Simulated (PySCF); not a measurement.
## Correlation energy of Sc⁺ (scandium, charge +1)

[Ar] 3d1 4p1, one real determinant (an excited configuration). All numbers are calculated (PySCF 2.14, scalar relativity by spin-free X2C-1e, in x2c-QZVPPall (11s7p5d3f2g, 96 functions)). Frozen: [Ar]; 2 electrons correlated.

With two correlated electrons CCSD is exact within the correlated space (frozen core and kept virtual orbitals).

```csv
level,correlation energy (mhartree)
CCSD,-3.21
```

Diagnostics: T1 = 0.0066, D1 = 0.0097, largest double amplitude 0.076.

Q: Is a single reference adequate?

A: Mostly. T1 lies below 0.03, but a double amplitude of this size points to a near-degeneracy that CCSD handles and MP2 describes poorly.

The basis was made for the ground configuration and has no added diffuse functions, which can raise the energy of the promoted electron.

The reference is one real determinant that mixes LS terms of this configuration.
